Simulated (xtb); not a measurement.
H3BN, doublet, from a rough starting geometry; GFN2-xTB run with xtb.

Here is a job for xtb.
```
$ xtb mol.xyz --gfn 2 --uhf 1 --opt vtight --json

# file mol.xyz
5

B      0.80358739    -0.52297950    -0.00597783
N     -0.51479085    -0.05141994     0.02916061
H      1.71284581     0.19390631    -0.00251855
H     -0.66294590     0.97622014     0.00897960
H     -1.34797851    -0.55100633     0.02931972
```

What the program printed (banner, timings and long lists left out):

```
   ID    Z sym.   atoms
    1    5 B      1
    2    7 N      2
    3    1 H      3-5

           -------------------------------------------------
          |                Calculation Setup                |
           -------------------------------------------------

           -------------------------------------------------
          |                 G F N 2 - x T B                 |
           -------------------------------------------------

          ...................................................
          :                      SETUP                      :
          :.................................................:
          :  # basis functions                  11          :
          :  # atomic orbitals                  11          :
          :  # shells                            7          :
          :  # electrons                        11          :
          :  max. iterations                   250          :
          :  Hamiltonian                  GFN2-xTB          :
          :  restarted?                      false          :
          :  GBSA solvation                  false          :
          :  PC potential                    false          :
          :  electronic temp.          300.0000000     K    :
          :  accuracy                    1.0000000          :
          :  -> integral cutoff          0.2500000E+02      :
          :  -> integral neglect         0.1000000E-07      :
          :  -> SCF convergence          0.1000000E-05 Eh   :
          :  -> wf. convergence          0.1000000E-03 e    :
          :  Broyden damping             0.4000000          :
          :  net charge                          0          :
          :  unpaired electrons                  1          :
          ...................................................

 iter      E             dE          RMSdq      gap      omega  full diag
   1     -5.6469831 -0.564698E+01  0.958E+00    1.96       0.0  T
   2     -5.6656138 -0.186307E-01  0.586E+00    1.87       1.0  T
   3     -5.6610932  0.452057E-02  0.197E+00    2.28       1.0  T
   4     -5.6740359 -0.129426E-01  0.896E-01    2.17       1.0  T
   5     -5.6742972 -0.261330E-03  0.372E-01    2.18       1.0  T
   6     -5.6747192 -0.421948E-03  0.150E-01    2.22       1.0  T
   7     -5.6748121 -0.929857E-04  0.286E-02    2.21       1.6  T
   8     -5.6748151 -0.300577E-05  0.616E-03    2.21       7.3  T
   9     -5.6748152 -0.150877E-07  0.506E-04    2.21      88.4  T
  10     -5.6748152 -0.946203E-10  0.182E-04    2.21     245.7  T

   *** convergence criteria satisfied after 10 iterations ***

         :::::::::::::::::::::::::::::::::::::::::::::::::::::
         ::                     SUMMARY                     ::
         :::::::::::::::::::::::::::::::::::::::::::::::::::::
         :: total energy              -5.600555786662 Eh    ::
         :: gradient norm              0.074487826293 Eh/a0 ::
         :: HOMO-LUMO gap              2.209079632370 eV    ::
         ::.................................................::
         :: SCC energy                -5.674815155146 Eh    ::
         :: -> isotropic ES            0.024222355836 Eh    ::
         :: -> anisotropic ES          0.003136819115 Eh    ::
         :: -> anisotropic XC          0.003327067524 Eh    ::
         :: -> dispersion             -0.001176079002 Eh    ::
         :: repulsion energy           0.074259368484 Eh    ::
         :: add. restraining           0.000000000000 Eh    ::
         :: total charge              -0.000000000000 e     ::
         :::::::::::::::::::::::::::::::::::::::::::::::::::::

      -----------------------------------------------------------
     |                   =====================                   |
     |                        A N C O P T                        |
     |                   =====================                   |
     |               Approximate Normal Coordinate               |
[...]
 * total energy  :    -5.6005558 Eh     change       -0.1143370E-09 Eh
 * total energy  :    -5.6028002 Eh     change       -0.2244385E-02 Eh
 * total energy  :    -5.6031978 Eh     change       -0.3975977E-03 Eh
 * total energy  :    -5.6033411 Eh     change       -0.1433769E-03 Eh
 * total energy  :    -5.6033808 Eh     change       -0.3970016E-04 Eh
 * total energy  :    -5.6033887 Eh     change       -0.7841518E-05 Eh
 * total energy  :    -5.6033923 Eh     change       -0.3607717E-05 Eh
 * total energy  :    -5.6033925 Eh     change       -0.2524875E-06 Eh
 * total energy  :    -5.6033926 Eh     change       -0.6276678E-07 Eh
   *** GEOMETRY OPTIMIZATION CONVERGED AFTER 9 ITERATIONS ***
         :: total energy              -5.603392610584 Eh    ::
[...]
         :: -> isotropic ES            0.024199007907 Eh    ::
         :: -> anisotropic ES          0.003165594947 Eh    ::
         :: -> anisotropic XC          0.003360837174 Eh    ::
         :: -> dispersion             -0.001180856356 Eh    ::
         :: repulsion energy           0.073887464901 Eh    ::
         :: add. restraining           0.000000000000 Eh    ::
         :: total charge              -0.000000000000 e     ::
         :::::::::::::::::::::::::::::::::::::::::::::::::::::

           -------------------------------------------------
          |                Property Printout                |
           -------------------------------------------------

    * Orbital Energies and Occupations

         #    Occupation            Energy/Eh            Energy/eV
      -------------------------------------------------------------
         1        2.0000           -0.5908343             -16.0774
         2        2.0000           -0.5148669             -14.0102
         3        2.0000           -0.4916763             -13.3792
         4        2.0000           -0.4179712             -11.3736
         5        2.0000           -0.4075228             -11.0893
         6        1.0000           -0.2483184              -6.7571 (HOMO)
         7                         -0.1614002              -4.3919 (LUMO)
         8                          0.0653209               1.7775
         9                          0.2032843               5.5316
        10                          0.4394186              11.9572
        11                          0.5139682              13.9858
      -------------------------------------------------------------
                  HL-Gap            0.0869182 Eh            2.3652 eV
             Fermi-level           -0.2663900 Eh           -7.2488 eV

     #   Z          covCN         q      C6AA      α(0)
     1   5 B        1.779     0.157    39.413    13.227
     2   7 N        2.561    -0.318    28.207     7.888
     3   1 H        0.938    -0.130     6.723     4.054
     4   1 H        0.860     0.142     1.458     1.892
     5   1 H        0.860     0.149     1.408     1.858

 Mol. C6AA /au·bohr⁶  :        270.264648
 Mol. C8AA /au·bohr⁸  :       6591.451040
 Mol. α(0) /au        :         28.918935

Wiberg/Mayer (AO) data.
largest (>0.10) Wiberg bond orders for each atom

 ---------------------------------------------------------------------------
     #   Z sym  total        # sym  WBO       # sym  WBO       # sym  WBO
 ---------------------------------------------------------------------------
     1   5 B    2.477 --     2 N    1.461     3 H    0.970
     2   7 N    3.363 --     1 B    1.461     5 H    0.959     4 H    0.941
     3   1 H    0.982 --     1 B    0.970
     4   1 H    0.979 --     2 N    0.941
     5   1 H    0.978 --     2 N    0.959
 ---------------------------------------------------------------------------

Topologies differ in total number of bonds
Writing topology from bond orders to xtbtopo.mol

molecular dipole:
                 x           y           z       tot (Debye)
 q only:       -0.463      -0.087       0.005
   full:       -0.747       0.217       0.007       1.977
molecular quadrupole (traceless):
                xx          xy          yy          xz          yz          zz
 q only:       -0.512      -0.487       0.854      -0.012      -0.002      -0.342
  q+dip:        0.341       0.666       0.819      -0.044      -0.008      -1.160
   full:       -0.428       0.425       0.547      -0.023      -0.000      -0.118

optimized geometry written to: xtbopt.xyz

           -------------------------------------------------
          | TOTAL ENERGY               -5.603392610584 Eh   |
          | GRADIENT NORM               0.000031118749 Eh/α |
          | HOMO-LUMO GAP               2.365163455776 eV   |
           -------------------------------------------------

normal termination of xtb
```
